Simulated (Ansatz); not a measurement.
`[AlH2][SiH]([SiH3])O[SiH3]` + `N=CO` → `O/C=N/[SiH3]` + `[AlH2][SiH2]O[SiH3]`  (cleavage of the Si–Si bond)

Computed with Ansatz on PBE0-D4/def2-TZVP structures; ΔE is electronic, products minus reactants. CCSD(T)/CBS is the MP2 limit (def2-TZVPP, def2-QZVPP) plus CCSD(T) − MP2 in def2-TZVPP, frozen cores. This one scheme is used for every species. Functionals use def2-TZVPP. Each species was taken in one conformer, which may not be the lowest.

`[AlH2][SiH]([SiH3])O[SiH3]`:

Cartesian coordinates in Å:
```
Al 0.353 -1.387 -2.542
Si -0.281 0.127 -0.713
Si 1.568 1.381 0.025
O -0.973 -0.703 0.540
Si -1.512 -0.498 2.072
H 0.980 -0.759 -3.861
H 0.186 -2.962 -2.423
H -1.259 1.147 -1.217
H 2.099 2.151 -1.135
H 2.653 0.492 0.527
H 1.211 2.336 1.110
H -2.690 0.409 2.091
H -0.439 0.092 2.917
H -1.896 -1.826 2.609
```

`N=CO`:

Z-matrix (Å, degrees):
```
C
O 1 1.336
N 1 1.258 2 122.1
H 1 1.092 2 110.5 3 -180.0
H 2 0.968 1 106.6 3 -0.0
H 3 1.014 1 111.3 2 180.0
```

`O/C=N/[SiH3]`:

```xyz
9

O    -1.976   -1.437   -0.063
C    -1.060   -0.508    0.221
N     0.024   -0.395   -0.401
Si    1.237    0.789   -0.068
H    -1.626   -1.954   -0.804
H    -1.406    0.109    1.058
H     0.850    1.683    1.065
H     2.505    0.097    0.274
H     1.452    1.615   -1.283
```

`[AlH2][SiH2]O[SiH3]`:

Cartesian coordinates in Å:
```
Al 2.016 -1.702 0.936
Si 0.826 -0.083 -0.489
O -0.674 0.243 0.117
Si -2.011 1.144 -0.152
H 1.350 -2.317 2.239
H 3.492 -2.140 0.535
H 1.588 1.199 -0.612
H 0.683 -0.593 -1.889
H -2.965 0.902 0.958
H -2.643 0.759 -1.443
H -1.661 2.588 -0.202
```

CCSD(T)/CBS gives -10.3 kcal/mol.

(1) Another level gave -10.4 kcal/mol. Which?
A. r2SCAN-D4/def2-TZVPP
B. PBE-D4/def2-TZVPP
C. CCSD(T)/def2-TZVPP
D. PBE0/def2-TZVPP

Largest T1 diagnostic among the species: 0.014.

Results:

(1) C. CCSD(T)/def2-TZVPP -10.4, PBE-D4 -5.8, PBE0 -8.1, r2SCAN-D4 -9.2 kcal/mol.

From PBE to PBE0 (25 % exact exchange), in def2-TZVPP and without D4, ΔE moves by −1.3 kcal/mol. The D4 term adds +1.5 kcal/mol with B3LYP and +0.9 kcal/mol with PBE0; it sums over pairs of atoms, weighted by their polarisabilities, and B3LYP, whose exchange is more repulsive, gets the larger term.

B3LYP here is the variant with VWN-RPA as its local correlation; programs differ in this.
